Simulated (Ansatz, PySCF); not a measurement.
In(F)(Cl)(OMe) (CH3ClFInO), SMILES C[O][In]([F])[Cl]. Atoms are numbered in the order given.

```xyz
8

In    -0.0321    -0.2126     0.2792
F     -0.1382    -1.1457     1.9779
Cl     0.4417     2.0664     0.2822
O     -0.3776    -1.1888    -1.4020
C     -0.1998    -0.5946    -2.6616
H      0.7824    -0.8582    -3.0954
H     -0.9793    -0.9735    -3.3450
H     -0.2745     0.5089    -2.6549
```
Charge 0, spin multiplicity 1.

Geometry optimised at PBE0-D3(BJ)/def2-SVP. The structure was generated by enumeration; whether it is a known compound was not checked. The def2 effective core potentials stand for the cores of In; spin–orbit coupling is left out. The values are those of a single conformer.

Vertical ionisation energy (IE) and electron affinity (EA) in eV. Rows of orbital energies are one-electron estimates. Where ΔSCF, EOM or ADC give a negative EA the extra electron is unbound and the value depends on the basis.

```tsv
level	IE	EA
−ε(HOMO), −ε(LUMO), ωB97X/def2-TZVP (PySCF)	[?]	[?]
−ε(HOMO), −ε(LUMO), PBE/def2-TZVP (PySCF)	6.80	3.72
ΔSCF, CAM-B3LYP/def2-SVPD (Ansatz), final states of multiplicity 2 and 2	10.67	1.27
ΔSCF, PBE/def2-SVPD (Ansatz), final states of multiplicity 2 and 2	10.19	1.29
```

Task: Fill in the missing entries. (The exact figures need the calculation; the answer reports its results.)

Result: 
- −ε(HOMO), −ε(LUMO), ωB97X/def2-TZVP (PySCF), IE: 10.79
- −ε(HOMO), −ε(LUMO), ωB97X/def2-TZVP (PySCF), EA: 0.82

Task: What vertical singlet–triplet gap does ΔSCF give with CAM-B3LYP/def2-SVPD (Ansatz, a first-principles code) and with PBE/def2-SVPD (Ansatz)? (An estimate is asked for; the answer gives what the named calculation found.)

Result: 4.05 and 3.61 eV (triplet above singlet where positive).
